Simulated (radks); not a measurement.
Effect of the nuclear size on the europium ion Eu+, [Xe] 4f7 6s1. Method: Dirac Kohn-Sham, BLYP, spin-unpolarised, spherical densities, finite nucleus; open shells are shared between the two j in proportion to 2j + 1; Fermi nuclear charge, rms radius 5.1115 fm; computed with a radial shooting solver on a logarithmic mesh with Libxc functionals. The rms radius is varied about that value; shifts are against it.

| rms radius (fm) | total energy shift (eV) | density at nucleus (e/bohr^3) | 1s1/2 shift (meV) | 2s1/2 shift (meV) | 5s1/2 shift (meV) | 5p1/2 shift (meV) | 6s1/2 shift (meV) | 4f7/2 shift (meV) | 6p1/2 (empty) shift (meV) |
|---|---|---|---|---|---|---|---|---|---|
| 4.125 | -6.62 | 6.109e+05 | -2730 | -349 | -2.69 | 0.211 | -0.245 | 0.419 | 0.063 |
| 4.9275 | -1.32 | 5.846e+05 | -543 | -69.3 | -0.535 | 0.042 | -0.049 | 0.083 | 0.012 |
| 5.1115 | 0 | 5.794e+05 | 0.000 | 0.000 | 0.000 | 0.000 | 0.000 | 0.000 | 0.000 |
| 5.3926 | 2.08 | 5.718e+05 | 858 | 110 | 0.846 | -0.066 | 0.077 | -0.132 | -0.020 |
| 6.144 | 8.05 | 5.536e+05 | 3320 | 424 | 3.27 | -0.256 | 0.298 | -0.509 | -0.076 |

Slopes of the eigenvalues against <r^2> in GHz/fm^2, as finite differences over the two radii next to the reference (eigenvalue slopes, not the field-shift constants of lines): 1s1/2 70600, 2s1/2 9020, 5s1/2 69.6, 5p1/2 -5.45, 6s1/2 6.34, 4f7/2 -10.8, 6p1/2 (empty) -1.62.
